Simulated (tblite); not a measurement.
C₇H₇ClN (doublet state).
Bonds: C1–C2 (double), C2–C3, C3–N4 (triple), C2–C5, C5–Cl6, C5–C7, C7–C8, C8–C9, C5–C9. Hydrogens: H10, H11 on C1; H12, H13 on C7; H14 on C8; H15, H16 on C9.

A start from a force field or distance geometry was refined with GFN2-xTB geometry optimisation, gas phase in tblite 0.8.0. Values at the start:

```
  coordinate    start
       C1=C2  1.362 Å
      C1–H10  1.080 Å
      C1–H11  1.076 Å
       C2–C3  1.416 Å
       C2–C5  1.486 Å
       C3≡N4  1.171 Å
      C5–Cl6  1.757 Å
       C5–C7  1.520 Å
       C5–C9  1.496 Å
       C7–C8  1.511 Å
      C7–H12  1.122 Å
      C7–H13  1.111 Å
      C8–H14  1.113 Å
    C1–C2–C3   121.2°
    C1–C2–C5   117.6°
   C2–C5–Cl6   113.9°
    C2–C5–C7   107.8°
    C3–C2–C5   121.2°
    C5–C7–C8    89.4°
    C7–C5–C9    89.4°
    C7–C8–C9    89.4°
C1–C2–C5–Cl6       7°
 C2–C5–C7–C8    -109°
 C2–C5–C9–C8     101°
```

Q: How do these coordinates change at the GFN2-xTB level?

A: 
```json
{"coordinate": "C5–C9", "GFN2-xTB (Å or °)": "1.549", "change": "+0.053"}
{"coordinate": "C8–H14", "GFN2-xTB (Å or °)": "1.070", "change": "-0.043"}
{"coordinate": "C1=C2", "GFN2-xTB (Å or °)": "1.331", "change": "-0.031"}
{"coordinate": "C5–C7", "GFN2-xTB (Å or °)": "1.549", "change": "+0.029"}
{"coordinate": "C7–H12", "GFN2-xTB (Å or °)": "1.094", "change": "-0.028"}
{"coordinate": "C5–Cl6", "GFN2-xTB (Å or °)": "1.783", "change": "+0.026"}
{"coordinate": "C3≡N4", "GFN2-xTB (Å or °)": "1.146", "change": "-0.025"}
{"coordinate": "C7–C8", "GFN2-xTB (Å or °)": "1.486", "change": "-0.025"}
{"coordinate": "C7–H13", "GFN2-xTB (Å or °)": "1.094", "change": "-0.017"}
{"coordinate": "C2–C5", "GFN2-xTB (Å or °)": "1.501", "change": "+0.015"}
{"coordinate": "C2–C3", "GFN2-xTB (Å or °)": "1.420", "change": "+0.004"}
{"coordinate": "C1–H10", "GFN2-xTB (Å or °)": "1.077", "change": "-0.003"}
{"coordinate": "C1–H11", "GFN2-xTB (Å or °)": "1.076", "change": "0.000"}
{"coordinate": "C1–C2–C5", "GFN2-xTB (Å or °)": "126.7", "change": "+9.1"}
{"coordinate": "C3–C2–C5", "GFN2-xTB (Å or °)": "113.8", "change": "-7.4"}
{"coordinate": "C2–C5–C7", "GFN2-xTB (Å or °)": "112.9", "change": "+5.1"}
{"coordinate": "C7–C8–C9", "GFN2-xTB (Å or °)": "94.1", "change": "+4.7"}
{"coordinate": "C2–C5–Cl6", "GFN2-xTB (Å or °)": "111.4", "change": "-2.5"}
{"coordinate": "C1–C2–C3", "GFN2-xTB (Å or °)": "119.5", "change": "-1.7"}
{"coordinate": "C5–C7–C8", "GFN2-xTB (Å or °)": "87.7", "change": "-1.7"}
{"coordinate": "C7–C5–C9", "GFN2-xTB (Å or °)": "89.2", "change": "-0.2"}
{"coordinate": "C1–C2–C5–Cl6", "GFN2-xTB (Å or °)": "1", "change": "-6"}
{"coordinate": "C2–C5–C9–C8", "GFN2-xTB (Å or °)": "106", "change": "+5"}
{"coordinate": "C2–C5–C7–C8", "GFN2-xTB (Å or °)": "-106", "change": "+3"}
```

The energy falls by 83.2 kJ/mol over 92 L-BFGS steps, the largest force on an atom goes from 3.09 to 0.007 eV/Å, and the atoms move by 0.375 Å rms after alignment. The bond that changes most is C5–C9 (ends: carbon bonded to 3 C and Cl; carbon bonded to 2 C and 2 H), which lengthens by 0.053 Å. Bonds longer at the end by more than 0.005 Å: 4 of 16; shorter: 9. Among the dihedrals that turn most is H13–C7–C8–H14, from 127° to 29°. Rotational constants go from 2103, 1301, 920.3 to 2058, 1326, 926.0 MHz.

On one thread, Arm Neoverse V1 (aarch64), no GPU, on a shared host, this took 0.76 s of wall time.

Its GFN2-xTB frequencies are all real (lowest 30 cm⁻¹).

One conformer stands for the species.

These are computed values.
